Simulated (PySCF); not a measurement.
Ionisation energy of Pr by level of theory

Pr [Xe] 4f3 6s2 [4f5/2^3, M_J = 9/2] → Pr+ [Xe] 4f3 6s1 [4f5/2^3 6s1/2^1, M_J = 4], as a difference of total energies. Computed with PySCF 2.14 in x2c-SVPall-2c (7s10p9d3f1g, 112 functions), with the two-component X2C-1e Hamiltonian. Correlated levels: [Ar] 3d10 frozen; the 16 highest virtual spinors dropped. "Screened" scales the spin-orbit matrix elements by Boettger's factors to mimic the two-electron term; Breit and QED terms are absent.

```csv
method,ionisation energy (eV)
GHF (spin-free),4.419
GMP2 (spin-free),5.257
GHF (screened spin-orbit),4.420
GMP2 (screened spin-orbit),5.257
```

Q: How much does correlation contribute at GMP2 (screened spin-orbit)?

A: 5.257 − (4.420) = 0.837 eV, measured against GHF (screened spin-orbit).

The spin-free rows relax to the high-spin LS determinant and lack the spin-orbit shift.

Errors of the correlated levels include the incompleteness of this basis and the frozen core.

The labels give the starting determinants; with spin-orbit coupling the two ends relaxed to ⟨J²⟩ = 26.92, ⟨L²⟩ = 41.80, ⟨S²⟩ = 3.74 and ⟨J²⟩ = 23.19, ⟨L²⟩ = 41.81, ⟨S²⟩ = 5.96.

MP2 underrates the near-degeneracy of ns² with np² in the lower species.

The determinant of Pr and of Pr+ mixes levels of different J (the jj label is only the starting occupation), so the difference between spin-free and spin-orbit rows is not the physical spin-orbit shift.

For comparison: 5.470 eV (semi-empirical (NIST evaluation); NIST Atomic Spectra Database, ionization energies).
